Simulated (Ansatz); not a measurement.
Consider the cleavage of the Si–Si bond: `[CH3][AlH][O][SiH2][SiH3]` + `CO[SiH2]S` → `CO[SiH2]S[SiH3]` + `[CH3][AlH][O][SiH3]`.

Gas-phase electronic energies from Ansatz, PBE0-D4/def2-TZVP geometries. CCSD(T)/CBS adds triple-zeta CCSD(T) − MP2 to the extrapolated MP2 energy (def2 sets, frozen cores). This one scheme is used for every species. DFT in def2-TZVPP. One conformer a species, not always the lowest.

```
         level  ΔE (kcal/mol)
       PBE0-D4          -15.5
 HF/def2-QZVPP          -19.1
MP2/def2-QZVPP          -20.3
CCSD/CBS(def2)          -17.6
```

**Question.** What does CCSD(T)/CBS give? (Estimate.)

**Answer.** The calculation gave: -17.7 kcal/mol. The listed levels differ from it by 2.2, -1.4, -2.6, 0.1 kcal/mol.

Largest T1 diagnostic among the species: 0.012.

From PBE to PBE0 (25 % exact exchange), in def2-TZVPP and without D4, ΔE moves by −1.4 kcal/mol.
